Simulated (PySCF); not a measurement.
Computed IR spectrum (relative IR intensity) of a molecule C₃H₇FSi₂. Geometry: PBE-D3(BJ)/def2-SVP. The values are those of a single conformer. Method: PBE-D3(BJ)/def2-SVP (PySCF 2.14.0). Frequencies are harmonic and unscaled.

Lines under 2 % of the strongest are left out, and lines within 2 cm⁻¹ are merged.

ν (cm⁻¹): 221 (vw), 233 (vw), 247 (w), 333 (w), 486 (vw), 597 (w), 627 (w), 668 (w), 699 (w), 701 (w), 749 (m), 792 (vs), 814 (m), 876 (s), 902 (w), 907 (m), 909 (w), 986 (m), 1037 (w), 2083 (w), 2169 (m), 2178 (m), 2182 (s), 2186 (s), 2959 (vw), 3389 (m) (against the strongest line: vs over 80 %, s over 45 %, m over 15 %, w over 4 %, vw less)

Q: Which molecule gave these data?
(A) C#C[Si@H](F)[SiH2]C
(B) C#C[C@@H]([SiH3])[SiH2]F
(C) C#C[SiH2][C@H](F)[SiH3]
(D) FC1=CC[Si@@H]1[SiH3]

A: C, C#C[SiH2][C@H](F)[SiH3]
